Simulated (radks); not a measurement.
Q: Coherent X-ray form factor from a spherical all-electron density. Calculated with a radial shooting solver on a logarithmic mesh with Libxc functionals: scalar-relativistic Kohn-Sham, TASK exchange with Perdew-Wang LDA correlation, spin-polarised, spherical densities, finite nucleus; meta-GGA in the generalised Kohn-Sham scheme; Fermi nuclear charge, rms radius of each element as measured or else 0.836 A^(1/3) + 0.57 fm.

| sin(theta)/lambda (1/angstrom) | f0 (electrons) |
|---|---|
| 0.05 | 44.926 |
| 0.1 | 44.705 |
| 0.15 | 44.341 |
| 0.2 | 43.840 |
| 0.25 | 43.208 |
| 0.3 | 42.457 |
| 0.4 | 40.639 |
| 0.5 | 38.491 |
| 0.6 | 36.125 |
| 0.8 | 31.186 |
| 1 | 26.578 |
| 1.25 | 21.925 |
| 1.5 | 18.626 |
| 2 | 14.685 |

The species is in the configuration that NIST lists as its ground one. Which atom or ion scatters so?

A: The iridium ion Ir32+, [Kr] 4d9. Extrapolating in s^2 from the first two rows gives f0(0) = 45.0, near the electron count 45; among species with that count, the fall with angle is slower the higher Z, and the table is that of Z = 77; from so few rows the species is fixed only to a neighbour or two.
